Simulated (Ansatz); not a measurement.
Basis-set extrapolation for `O[SiH2]N[SiH](O)O` (PBE0-D4/def2-TZVP geometry, frozen core, the Gaussian-basis code of Ansatz). Multiplicity 1, RHF reference.

```json
{"": "HF", "def2-TZVPP": "-861.369273", "def2-QZVPP": "-861.402390"}
{"": "MP2 correlation", "def2-TZVPP": "-1.174708", "def2-QZVPP": "-1.268968"}
{"": "CCSD(T) correlation", "def2-TZVPP": "-1.251786", "def2-QZVPP": "not run"}
```

Energies in hartree. Use E(X) = E(∞) + A·exp(−7.88·√X) for Hartree–Fock and E(X) = E(∞) + B·X^(−2.97) for correlation, with X = 3 and 4, and add CCSD(T) minus MP2 of the smaller set to the MP2 limit.

Problem. What is the CCSD(T) energy at the basis-set limit?

Solution. HF limit: -861.402390 + (-0.033117) × 0.13774 = -861.40695. MP2 limit: -1.268968 + (-0.094260) × 0.74074 = -1.33879. Higher-order term: -1.251786 − (-1.174708) = -0.07708. Total: -862.82282 hartree, 529.7 kJ/mol below CCSD(T)/def2-TZVPP.
